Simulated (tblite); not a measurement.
Compound: C6H7FGeSi.
Bonds: F1–C2, C2–C3 (double), C3–C4, C4–C5 (triple), C5–Ge6, C3–Si7, Si7–C8, C8–C9 (double), C2–C9. Hydrogens: H10, H11, H12 on Ge6; H13, H14 on Si7; H15 on C8; H16 on C9.

Computed with GFN2-xTB (tblite), gas phase: L-BFGS steps from a force-field or distance-geometry start until the largest atomic force falls under 0.01 eV/Å.

Step 8: E = -671.4944 eV
```
atom  x, y, z in Å  |  force x, y, z in eV/Å
F1     -0.7862   -2.2471   -0.7533   -0.032  -0.027   0.000
C2     -1.2650   -1.1282   -0.1755    0.013  -0.038  -0.027
C3     -0.4784   -0.0924    0.1915   -0.048   0.046   0.041
C4      0.9054   -0.0285    0.0481    0.033   0.024  -0.009
C5      2.1116    0.0849   -0.0525   -0.211  -0.026  -0.001
Ge6     3.9823    0.1825   -0.1767    0.099  -0.070   0.101
Si7    -1.6232    1.2297    0.9464    0.040   0.007   0.032
C8     -3.0973    0.1027    0.6334    0.047  -0.061  -0.032
C9     -2.6923   -1.0373    0.0571    0.125   0.132   0.036
H10     4.5748   -0.9058    0.6577   -0.003   0.008  -0.023
H11     4.4297    0.0288   -1.5856   -0.019  -0.022  -0.090
H12     4.4547    1.4967    0.3412   -0.014   0.074   0.028
H13    -1.3683    1.4377    2.3737    0.030   0.031  -0.093
H14    -1.6891    2.4382    0.1258    0.068   0.011   0.051
H15    -4.1278    0.2974    0.8547   -0.160  -0.006   0.028
H16    -3.3385   -1.8505   -0.2299    0.032  -0.083  -0.043
```

Step 9: E = -671.4972 eV
```
atom  x, y, z in Å  |  force x, y, z in eV/Å
F1     -0.7926   -2.2482   -0.7526    0.003  -0.031  -0.011
C2     -1.2654   -1.1271   -0.1757    0.036  -0.043  -0.017
C3     -0.4805   -0.0920    0.1928   -0.018   0.059   0.031
C4      0.9018   -0.0299    0.0478    0.032   0.038  -0.002
C5      2.1072    0.0842   -0.0543   -0.097  -0.020   0.003
Ge6     3.9799    0.1823   -0.1744    0.098  -0.063   0.076
Si7    -1.6240    1.2311    0.9468    0.045   0.011   0.018
C8     -3.0966    0.1036    0.6340   -0.030  -0.020  -0.004
C9     -2.6889   -1.0343    0.0586    0.045   0.011  -0.020
H10     4.5770   -0.9076    0.6571   -0.019   0.025  -0.027
H11     4.4275    0.0277   -1.5855   -0.028  -0.016  -0.062
H12     4.4541    1.4991    0.3417   -0.029   0.042   0.019
H13    -1.3655    1.4401    2.3713    0.033   0.033  -0.057
H14    -1.6846    2.4403    0.1281    0.062   0.017   0.039
H15    -4.1294    0.2922    0.8532   -0.134   0.008   0.032
H16    -3.3277   -1.8527   -0.2329    0.000  -0.051  -0.020
```

Step 10: E = -671.4986 eV
```
atom  x, y, z in Å  |  force x, y, z in eV/Å
F1     -0.7957   -2.2495   -0.7524    0.026  -0.024  -0.013
C2     -1.2647   -1.1269   -0.1761    0.026  -0.023  -0.001
C3     -0.4821   -0.0911    0.1939    0.009   0.033   0.007
C4      0.8995   -0.0300    0.0478    0.016   0.045   0.007
C5      2.1042    0.0835   -0.0552    0.022  -0.013   0.002
Ge6     3.9801    0.1812   -0.1720    0.049  -0.027   0.023
Si7    -1.6237    1.2320    0.9472    0.010   0.002  -0.005
C8     -3.0971    0.1039    0.6343   -0.069   0.000   0.009
C9     -2.6866   -1.0328    0.0590   -0.019  -0.046  -0.039
H10     4.5779   -0.9083    0.6565   -0.012   0.010  -0.010
H11     4.4258    0.0268   -1.5866   -0.035  -0.010  -0.022
H12     4.4533    1.5012    0.3423   -0.037   0.013   0.012
H13    -1.3634    1.4420    2.3690    0.037   0.035  -0.016
H14    -1.6810    2.4417    0.1302    0.057   0.024   0.029
H15    -4.1324    0.2896    0.8529   -0.073   0.005   0.022
H16    -3.3218   -1.8544   -0.2348   -0.006  -0.022  -0.004
```

Step 11: E = -671.4994 eV
```
atom  x, y, z in Å  |  force x, y, z in eV/Å
F1     -0.7964   -2.2506   -0.7526    0.032  -0.008  -0.006
C2     -1.2639   -1.1272   -0.1762    0.008  -0.003   0.008
C3     -0.4827   -0.0902    0.1945    0.021  -0.001  -0.013
C4      0.8988   -0.0290    0.0479    0.011   0.044   0.010
C5      2.1034    0.0830   -0.0556    0.073  -0.010   0.003
Ge6     3.9813    0.1802   -0.1705    0.006   0.006  -0.017
Si7    -1.6234    1.2323    0.9473   -0.028  -0.010  -0.017
C8     -3.0985    0.1036    0.6345   -0.063  -0.001   0.006
C9     -2.6859   -1.0326    0.0586   -0.043  -0.045  -0.030
H10     4.5781   -0.9086    0.6562    0.000  -0.010   0.008
H11     4.4245    0.0262   -1.5877   -0.038  -0.007   0.003
H12     4.4522    1.5025    0.3429   -0.039  -0.004   0.007
H13    -1.3618    1.4435    2.3676    0.039   0.035   0.005
H14    -1.6784    2.4427    0.1317    0.054   0.028   0.023
H15    -4.1353    0.2887    0.8533   -0.026  -0.005   0.011
H16    -3.3197   -1.8557   -0.2356   -0.006  -0.010   0.000
```

Question: Estimate the geometry and energy of step 12. (The exact step hangs on the optimiser's Hessian estimate; all steps are aligned on step 11, rigid shifts and turns removed.)

Answer: E = -671.5001 eV, largest force 0.085 eV/Å
```
atom  x, y, z in Å  |  force x, y, z in eV/Å
F1     -0.7962   -2.2517   -0.7529    0.030   0.013   0.005
C2     -1.2631   -1.1276   -0.1763   -0.011   0.015   0.011
C3     -0.4829   -0.0894    0.1947    0.023  -0.030  -0.028
C4      0.8988   -0.0271    0.0482    0.010   0.037   0.011
C5      2.1036    0.0822   -0.0557    0.084  -0.008   0.007
Ge6     3.9826    0.1793   -0.1695   -0.028   0.031  -0.045
Si7    -1.6237    1.2324    0.9471   -0.058  -0.020  -0.019
C8     -3.1008    0.1030    0.6345   -0.037  -0.009  -0.004
C9     -2.6859   -1.0329    0.0578   -0.045  -0.024  -0.011
H10     4.5782   -0.9089    0.6560    0.012  -0.025   0.020
H11     4.4224    0.0254   -1.5888   -0.036  -0.004   0.020
H12     4.4504    1.5036    0.3436   -0.036  -0.016   0.003
H13    -1.3595    1.4456    2.3663    0.036   0.032   0.012
H14    -1.6748    2.4442    0.1336    0.048   0.027   0.018
H15    -4.1387    0.2879    0.8540    0.015  -0.015  -0.001
H16    -3.3181   -1.8573   -0.2365   -0.008  -0.005   0.000
```

The energy changes by -0.0007 eV. The first-order estimate −F·Δx gives -0.0010 eV and the mean of the old and new forces, exact on a quadratic surface, -0.0008 eV. The step makes an angle of 50° with the force vector and moves no atom by more than 0.004 Å.

What follows is the cost of the whole relaxation. Time: 0.45 s of wall time. Hardware: Arm Neoverse N1, one thread, on a shared host.
